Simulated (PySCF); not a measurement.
C₃H₇O₃ (SMILES COC(=O)[OH+]C), charge +1, singlet, geometry from GFN2-xTB. Base run: TPSS/STO-3G (PySCF).

Geometry (Å):
```xyz
13

C      2.4369     0.2460    -0.3043
O      1.0679    -0.0832    -0.6489
C      0.1607     0.0504     0.2250
O      0.0227     0.4319     1.3131
O     -1.1246    -0.5296    -0.4780
C     -2.3999    -0.1221     0.0790
H      2.4870     0.7444     0.6626
H      3.0050    -0.6838    -0.2861
H      2.8116     0.8942    -1.0951
H     -1.0943    -0.4368    -1.4529
H     -2.2920    -0.1041     1.1638
H     -2.6976     0.8629    -0.2787
H     -3.1343    -0.8755    -0.2021
```
Charge +1, spin multiplicity 1.
All else is at PySCF's defaults.
Base energy -339.51287 Eh.

Variants of this job, named by their change:

```csv
change,ΔE vs base (µEh),grid points,electrons on the grid
base,0.0,153256,47.99999
grids.radi_method = gauss_chebyshev,2.7,150016,47.99999
grids.level = 1,-5.9,48384,47.99999
grids.level = 2,-4.4,104856,47.99999
grids.level = 5,-7.9,422648,48.00000
grids.level = 4,-7.9,280560,48.00000
grids.prune = off,0.4,241600,47.99999
small_rho_cutoff = 0,0.0,153256,47.99999
grids.level = 7,-7.8,870832,48.00000
grids.prune = dft.gen_grid.sg1_prune,88.7,68344,47.99982
grids.radi_method = mura_knowles,-0.2,146560,47.99999
```
